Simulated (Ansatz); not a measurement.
`C[CH2][Mg][Br]` and `C[CH2][Mg][Cl]` differ in one element.

Ansatz, PBE0-D4/def2-TZVP geometries, multiplicity 1. Each molecule was computed in one conformer, which needn't be the lowest.

Scalar relativity is left out up to krypton.

| property | `C[CH2][Mg][Br]` |
| --- | --- |
| ideal-gas entropy at 298 K and 1 bar (rigid rotor, harmonic PBE0-D4/def2-TZVP) / J/(mol·K) | 347 |
| HOMO energy (ωB97M-V/def2-TZVPP) / eV | -9.17 |
| LUMO energy (B3LYP/def2-TZVPP) / eV | -1.37 |
| HOMO energy (PBE0/def2-TZVPP) / eV | -6.97 |
| HOMO–LUMO gap (PBE/def2-TZVPP) / eV | 4.05 |
| size of the dipole moment (PBE/def2-TZVPP) / D | 2.32 |

(1) Give the same properties after the change, and the shifts. (Best estimate.)

Results:

(1) Ansatz gave: 
```tsv
property	`C[CH2][Mg][Cl]`	shift
ideal-gas entropy at 298 K and 1 bar (rigid rotor, harmonic PBE0-D4/def2-TZVP) / J/(mol·K)	335	-12
HOMO energy (ωB97M-V/def2-TZVPP) / eV	-9.19	-0.02
LUMO energy (B3LYP/def2-TZVPP) / eV	-1.33	0.04
HOMO energy (PBE0/def2-TZVPP) / eV	-6.98	-0.01
HOMO–LUMO gap (PBE/def2-TZVPP) / eV	4.10	0.05
size of the dipole moment (PBE/def2-TZVPP) / D	2.35	0.03
```

Dipoles are sizes alone; their direction can turn.

B3LYP here is the variant with VWN-RPA as its local correlation; programs differ in this.

Spin–orbit coupling is left out; it splits and shifts lone-pair levels of the heavy atoms by tenths of an eV.
